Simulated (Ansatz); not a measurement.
ClH5N2Si2 at its PBE0-D4/def2-TZVP geometry, where that method's forces vanish. Charge 0, multiplicity 1. The bonds changed during the relaxation, so this is another structure than the one it started from.

```xyz
10

N    -0.8577   -0.7571   -1.8004
Si   -1.3704   -0.1088   -0.2713
Cl   -0.9269   -1.6529    1.2039
N     0.2017    0.7773    0.1177
Si    1.1616    0.7979    1.4509
H    -0.0712   -1.3898   -1.8657
H    -1.5876   -1.0349   -2.4380
H     0.4558    1.4164   -0.6302
H     0.8479    0.0558    2.6738
H     2.1469    1.8960    1.5591
```

Q: What forces (eV/Å) does PBE-D4/def2-TZVPP give on these atoms in the Gaussian-basis code of Ansatz? (Best estimate.)

A: Computed: 
```
N1  -0.041  0.233 -0.085
Si2  0.005  0.052  0.175
Cl3 -0.066 -0.091  0.116
N4  -0.589 -0.107 -0.354
Si5  0.588 -0.109  0.458
H6   0.267 -0.209 -0.017
H7  -0.234 -0.105 -0.235
H8   0.094  0.212 -0.247
H9  -0.095 -0.058  0.160
H10  0.071  0.182  0.030
```
